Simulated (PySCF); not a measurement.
## Calculated NMR parameters of CCc1cc(C)nnn1

```yaml
Formula: C6H9N3
SMILES: CCc1cc(C)nnn1
Point_group_of_the_computed_structure: C1
Degrees_of_unsaturation: 4
Carbon_signals: 6
Proton_signals: 4
```

Atom-mapped SMILES (the numbers label the heavy atoms): `[CH3:1][CH2:2][c:3]1[cH:4][c:5]([CH3:6])[n:7][n:8][n:9]1`. Each H is labelled by its parent atom.

Method: PBE0-D3(BJ)/def2-SVP structure, GIAO PBE/pcSseg-1 shieldings, in PySCF (one averaged value for each set of equivalent atoms, no relativistic terms, a single conformation, gas phase).

Scale: ¹H (σref 31.20), ¹³C (σref 180.03) vs TMS; NH3 for ¹⁵N (σref 265.06) (reference shieldings calculated alike).

```tsv
carbon	δC, type	δH (multiplicity)	HMBC from (2–3 bonds)	span of the C tensor (ppm)
C1	17.4, CH3	1.52 (t)	H(C2)	30
C2	36.0, CH2	2.68 (q)	H(C4), H(C1)	34
C3	162.3, C	–	H(C4), H(C2), H(C1)	253
C4	115.9, CH	6.54 (s)	H(C6), H(C2)	199
C5	156.6, C	–	H(C4), H(C6)	247
C6	24.9, CH3	2.69 (s)	H(C4)	51
```

Other nuclei:
```csv
atoms,nucleus,environment,δ (ppm),σ (ppm)
N8,¹⁵N,pyridine-type ring nitrogen,528.8,-263.7
N9,¹⁵N,pyridine-type ring nitrogen,432.3,-167.3
N7,¹⁵N,pyridine-type ring nitrogen,427.2,-162.1
```

Carbon types of the structure: 2 × C, 1 × CH, 1 × CH2, 2 × CH3, which accounts for all hydrogens. δC 162.3, 156.6: substituted aromatic carbon next to a ring nitrogen. δC 115.9: aromatic CH. δC 24.9: methyl carbon on an aromatic ring; a saturated carbon with 1 carbon neighbour and no heteroatom attached. δH 6.54: hydrogen on an aromatic CH; aromatic region. δH 2.69: hydrogen on a methyl carbon on an aromatic ring; benzylic-type position, deshielded by the ring.

Shifts are as computed. Against solution values, carbons near 30 ppm lie about +2 ppm off and those near 130 ppm about +2 ppm (rms about the fit 1.8 ppm; single classes can miss by 10 ppm). Of 1328 compounds with measured shifts, 309 miss one by over three times the rms of a fit or turn the order of signals round; such compounds aren't used in these exercises. Signals without a measured value on file couldn't be tested in this way. Experimental scales use liquid or dissolved standards, which lie at an offset from isolated NH3 (liquid NH3: subtract about 20 ppm). Unscaled 15N shifts of sp2 nitrogen often come out too high even then, by a few to some tens of ppm. Multiplicities follow the n + 1 count of equivalent neighbours, as no J values were calculated; m marks all less simple cases, F and P coupling included.
